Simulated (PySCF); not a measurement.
# Working out the ionisation energy of Ta

Ta [Xe] 4f14 5d3 6s2 (4F) → Ta⁺ [Xe] 4f14 5d3 6s1 (5F). Computed with PySCF 2.14 in aug-cc-pVTZ-PP with ECP60MDF (6s6p5d3f2g, 88 functions), with scalar relativity through the core potential. Frozen: 5s2 5p6. Energies in hartree (1 hartree = 27.21139 eV):

```json
{"part": "UHF", "Ta (lower)": "-56.745346", "Ta⁺ (upper)": "-56.534457"}
{"part": "MP2 opposite-spin", "Ta (lower)": "-0.044587", "Ta⁺ (upper)": "0.000000"}
{"part": "MP2 same-spin", "Ta (lower)": "-0.027258", "Ta⁺ (upper)": "-0.027329"}
```

What does Hartree-Fock give?

(-56.534457) − (-56.745346) = 0.210889 hartree = 5.739 eV.

What do MP2 and SCS-MP2 (6/5 opposite-spin, 1/3 same-spin) give?

The opposite-spin parts differ by 1.213 eV and the same-spin parts by -0.002 eV. MP2: 5.739 + (1.213) + (-0.002) = 6.950 eV. SCS-MP2: 5.739 + 1.2 × (1.213) + (-0.002)/3 = 7.194 eV.

Measured between the centres of the two terms (NIST): 7.573 eV, so MP2 (valence) is off by -0.623 eV.

What remains against the reference includes basis incompleteness, the frozen core and correlation beyond second order.
